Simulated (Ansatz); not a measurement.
Job for Ansatz (a quantum-chemistry and plane-wave program): R-CCSD(T)/aug-cc-pV(D+d)Z on HCl (SMILES Cl). Files ending in .json are basis or fitting sets from the Basis Set Exchange.

Ansatz 0.2 input:
```yaml
crystal:
  periodic: [false, false, false]
  atoms:
    - {symbol: Cl, position_ang: [0.79746474, 0.13762969, -0.34274770]}
    - {symbol: H, position_ang: [0.13752895, -0.23834519, 0.73026546]}
basis:
  gaussian:
    orbitals: aug-cc-pV_D+d_Z.json
magnetization: {spin_polarized: false}
correlation: {method: ccsd_t, electrons: outside_noble_gas}
scf: {lower_state_search: off}
```

The log:

```
WARN ansatz: RAYON_NUM_THREADS=1 ignored (pool sized by the plan → 1); use --threads N
Functional definition: HF
these checks for a lower state are left out or cut short: stability, starts, cluster_reference, orbital_swaps, neighbouring_geometries, increment
integrals: 0.01 GiB planned
387 factors; integrals over basis functions are off by at most 4.4e-4 eV
mean field: 0.06 GiB planned
mean field evaluation 1: about -12519.3708 eV, gradient 1.0e1 eV
mean field evaluation 2: about -12519.3709 eV, gradient 1.0e1 eV
mean field evaluation 4: about -12519.7795 eV, gradient 1.1e0 eV
mean field evaluation 8: about -12519.7868 eV, gradient 1.6e-5 eV
mean field -12519.78679651 eV, -460.0936785554 hartree, gradient 7.5e-7 eV, S^2 0.000000; 0 other end points of the search recorded, 0 dependent functions left out
5 core orbitals not correlated
reference -12519.78679651 eV, -460.0936785554 hartree; 4, 4 occupied and 32, 32 virtual orbitals, 387 factors
second order -4.43513390 eV of doubles, -0.00000000 eV of singles
coupled cluster: 0.06 GiB planned
cycle   1  -4.81321072 eV  change   -3.8e-1 eV  update   3.9e-2
cycle   2  -4.91984754 eV  change   -1.1e-1 eV  update   1.2e-2
cycle   3  -4.92865041 eV  change   -8.8e-3 eV  update   2.9e-3
cycle   4  -4.92846066 eV  change    1.9e-4 eV  update   6.5e-4
cycle   5  -4.92823889 eV  change    2.2e-4 eV  update   1.3e-4
cycle   6  -4.92822614 eV  change    1.3e-5 eV  update   3.1e-5
cycle   7  -4.92823043 eV  change   -4.3e-6 eV  update   8.6e-6
perturbative correction -0.12218967 eV, -0.0044903874 hartree
Total energy: -12524.83721660 eV, -460.2792780705 hartree
Checks for a lower state left out: stability, starts, cluster_reference, orbital_swaps, neighbouring_geometries, increment
```

The run converged.

Cost: about 0.5 core-seconds (a rough figure).
